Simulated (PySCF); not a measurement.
C3H7ClO2S.
Structure used (PBE0-D3(BJ)/def2-SVP), in Å, numbered top down from 1:
```xyz
14
C3H7ClO2S angstrom
C     -0.3925    1.4360    0.2252
C     -0.2699    0.0478   -0.3681
C     -1.0150   -1.0472    0.3663
S      1.4742   -0.4020   -0.5737
O      1.5677   -1.7586   -1.0711
O      2.1814    0.6892   -1.2107
Cl     2.1093   -0.4449    1.4384
H      0.1966    2.1662   -0.3453
H     -1.4487    1.7423    0.2034
H     -0.0511    1.4451    1.2705
H     -0.5594    0.0601   -1.4354
H     -0.6879   -1.1056    1.4146
H     -0.8560   -2.0244   -0.1086
H     -2.0910   -0.8196    0.3516
```

Linear response at wB97X-D/def2-SVPD (PySCF, frozen core in the response, non-relativistic).

Static isotropic polarisability: 78.81 au (11.68 Å³), principal values 74.6, 77.8, 83.9 au.

(1) What is the polarisability at 1064 nm and at the sodium D line?

(2) What is the isotropic C6 coefficient between two such molecules, C6 = (3/π)∫α(iω)² dω?

(3) Which effective excitation energy ω̄ makes London's formula C6 = (3/4)α²ω̄ exact here?

(4) What n − 1 at the D line would an ideal gas of it have at 273.15 K and 1 atm (2.6868 × 10¹⁹ cm⁻³), by n − 1 = 2π·N·α′?

(5) How many electrons N does the Slater–Kirkwood formula C6 = (3/4)·√N·α^(3/2) need to give this C6?

(6) What molar refraction at the D line follows from R = (4π/3)·N_A·α′, with α′ the polarisability volume?

(7) What three-body coefficient follows from the one-pole estimate C9 = (3/4)·α·C6?

(8) The lowest 6 singlets have (eV, f): 5.56, 0.004; 6.03, 0.004; 6.26, 0.078; 6.35, 0.002; 7.28, 0.011; 7.54, 0.172. What share of the static polarisability do they carry in the sum over states α = Σ f/ω²?

Answers

(1) 79.40 au at 1064 nm (+0.7 %), 80.79 au at 589.3 nm (+2.5 %). The rise at 589.3 nm is 3.36 times that at 1064 nm; a pure ω² law gives 3.26. The lowest singlet lies at 223 nm, shorter than both wavelengths.

(2) 2720 au (Eh·bohr⁶) by a ten-point quadrature over imaginary frequencies, which is 1630 eV·Å⁶ or 157 J·nm⁶/mol.

(3) ω̄ = 4·C6/(3α²) = 0.584 Eh = 15.9 eV. A one-pole form α(ω) = α/(1 − ω²/ω̄²) fitted to the 1064 nm value gives 13.5 eV.

(4) 20.21 × 10⁻⁴, a formal value whether or not that pressure can be reached.

(5) N = (4·C6/3)²/α³ = 26.9; the species has 74 electrons in all.

(6) α′ = 11.97 Å³ gives R = 30.20 cm³/mol, for isolated, non-vibrating species.

(7) 161000 au. This is an estimate from the two numbers above, not a computed integral.

(8) 4.10 au, 5.2 % of α; the largest term, 2.25 au, is that of the state at 7.54 eV. Their oscillator strengths add up to 0.27. Higher states carry the rest.

One conformer stands for the species.

wB97X-D is run here without its empirical dispersion term; that term would change no orbital, density or response property at a fixed geometry.
